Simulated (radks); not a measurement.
Problem. All-electron atom: Au in [Xe] 4f14 5d10 6s1. Calculated with a radial shooting solver on a logarithmic mesh with Libxc functionals: non-relativistic Kohn-Sham, exchange-only LDA, spin-polarised, spherical densities, point nucleus; open shells are filled with parallel spins first (spin-orbit coupling, left out, can overturn this in heavy ions); relativity is left out, which matters for an element this heavy. Some entries of the table are withheld. Estimate them.

orbital  occ.  eigenvalue (eV)  r(max) (bohr)
1s up       1        -73019.20        0.01273
1s down     1        -73019.19        0.01273
2s down     1        -12185.52        0.06918
2s up       1        -12185.51        0.06918
2p down     3        -11718.42        0.05363
2p up       3        -11718.42        0.05363
3s up       1        -2850.591         0.1891
3s down     1        -2850.591         0.1891
3p up       3        -2629.683         0.1778
3p down     3        -2629.682         0.1778
3d down     5        -2216.166         0.1396
3d up       5        -2216.165         0.1396
4s up       1        -599.1285         0.4217
4s down     1        -599.1265         0.4217
4p up       3        -503.8998         0.4208
4p down     3        -503.8980         0.4208
4d up       5        -328.4833         0.4133
4d down     5        -328.4825         0.4133
4f down     7         -93.2730         0.3695
4f up       7         -93.2721         0.3695
5s down     1         -83.3439            (1)
5s up       1         -83.3199            (2)
5p down     3         -53.1056         0.9915
5p up       3         -53.1005         0.9915
5d up       5          -7.0994          1.206
5d down     5          -6.8666          1.202
6s up       1          -3.9377          2.730
6s down     0          -2.8192          2.665

Solution. 
(1) 5s down r(max) (bohr): 0.9346
(2) 5s up r(max) (bohr): 0.9346
